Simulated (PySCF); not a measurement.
Species: C4H5NO2.
SMILES with atom numbers: `[CH2:1]=[CH:2]/[N:3]=[CH:4]\[C:5](=[O:6])[OH:7]` (hydrogens: H8, H9 on C1; H10 on C2; H11 on C4; H12 on O7)

Structure optimised with GFN2-xTB, isolated species.

Q: List the bond lengths, angles and torsions at this level.

A: 
```csv
bond,length (Å),order
C1=C2,1.333,double
C2–N3,1.369,single
N3=C4,1.265,double
C4–C5,1.490,single
C5=O6,1.206,double
C5–O7,1.341,single
C1–H8,1.076,single
C1–H9,1.075,single
C2–H10,1.086,single
C4–H11,1.084,single
O7–H12,0.971,single
```

Orders are formal, as drawn. A selection of angles:
```csv
angle,degrees
C2–C1–H8,120.8
C2–C1–H9,121.4
H8–C1–H9,117.7
C1–C2–N3,119.8
C1–C2–H10,121.1
N3–C2–H10,119.1
C2–N3–C4,125.6
N3–C4–C5,127.2
N3–C4–H11,117.8
C5–C4–H11,115.0
C4–C5–O6,126.3
C4–C5–O7,111.0
O6–C5–O7,122.7
C5–O7–H12,110.6
```

Torsions: C1–C2–N3–C4 -152° (antiperiplanar); C2–N3–C4–C5 5° (synperiplanar); N3–C4–C5–O6 4° (synperiplanar); H12–O7–C5–C4 180° (antiperiplanar). The mirror-image conformer, all signs reversed, is as good.

Of the pairs four or more bonds apart, O6···H10 is among the closest relative to their van der Waals radii: 2.39 Å, 88 % of the sum of Bondi's values. The 2 C–O bonds span 1.206 Å (C5=O6, drawn double) to 1.341 Å (C5–O7, drawn single), a spread of 0.135 Å. The 2 C–C bonds span 1.333 Å (C1=C2, drawn double) to 1.490 Å (C4–C5, drawn single), a spread of 0.157 Å. The C–N distances run from 1.265 Å (N3=C4, drawn double) to 1.369 Å (C2–N3, drawn single), a spread of 0.104 Å. N3 (imine nitrogen) is bent (angle 125.6°).

Point group: C1 (no symmetry element, even within 0.4 Å). Stationary, but not proved a minimum. One conformer, not necessarily the lowest (C1–C2–N3–C4 -152°, N3–C4–C5–O6 4°, C4–C5–O7–H 180°).

These are computed values.
